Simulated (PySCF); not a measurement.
UHF on Re (rhenium, neutral)

Configuration: [Xe] 4f14 5d7, high-spin 4F determinant (an excited configuration). Computed with PySCF 2.14 in x2c-TZVPPall with one added diffuse shell each of s, p, d, f type (12s8p8d4f1g, 113 functions), with scalar relativity by spin-free X2C-1e.

```
Total energy                        : -16688.011309 hartree
One-electron energy                 : -22912.0658 hartree
Hartree (Coulomb) energy            : 6555.6926 hartree
Exchange energy                     : -331.6380 hartree
⟨S²⟩                                : 3.7699
⟨L²⟩                                : 12.047
Sum of ⟨r⟩                          : 44.75 bohr
Sum of ⟨r²⟩                         : 62.04 bohr²
Langevin diamagnetic susceptibility : -49.1 ×10⁻⁶ cm³/mol
```

```tsv
shell	electrons	mean orbital energy (eV)	spread (eV)	rms radius, mean of both spins (bohr)
1s β	1	-72055.0	0	0.0204
1s α	1	-72055.0	0	0.0204
2s α	1	-12631.8	0	0.0824
2s β	1	-12631.6	0	0.0824
2p α	3	-11056.6	0	0.0751
2p β	3	-11056.3	0	0.0751
3s α	1	-2984.8	0	0.210
3s β	1	-2984.7	0	0.210
3p α	3	-2510.2	0	0.212
3p β	3	-2510.2	0	0.212
3d α	5	-1952.3	0.062	0.194
3d β	5	-1952.1	0.191	0.194
4s α	1	-652.77	0	0.468
4s β	1	-652.52	0	0.468
4p α	3	-493.72	0	0.498
4p β	3	-493.46	0	0.498
4d α	5	-286.75	0.180	0.538
4d β	5	-286.29	0.430	0.538
5s α	1	-97.492	0	1.12
5s β	1	-94.602	0	1.12
4f α	7	-56.050	0.136	0.720
5p α	3	-55.708	0	1.21
4f β	7	-55.674	0.105	0.720
5p β	3	-51.246	0	1.21
5d α	5	-7.391	0.811	2.33
5d β	2	-5.101	0	2.33
```

Spin-orbit coupling, absent here, splits the open shell strongly.

Densities and radii are taken from the X2C orbitals without a picture-change correction, which distorts them close to the nucleus.

Spin-orbit constants ζ (cm⁻¹) from the X2C one-electron operator on these orbitals: bare nucleus, nucleus screened by l(l+1)(2l+1)/3 electrons, and screened by the Breit-Pauli mean field of the electrons.

```
shell     bare  screened nucleus  mean field
   2p  7249000           7055000         n/a
   3p  1590000           1548000         n/a
   3d   248100            215100         n/a
   4p   366800            357000         n/a
   4d    49710             43080         n/a
   4f     8998              5639         n/a
   5p    49610             48290         n/a
   5d     2913              2525         n/a
```

To first order the Landé constant is A = -841.7 cm⁻¹, so the lowest level has J = 9/2 and lies 0.470 eV below the centre of the term. This holds in LS coupling only.
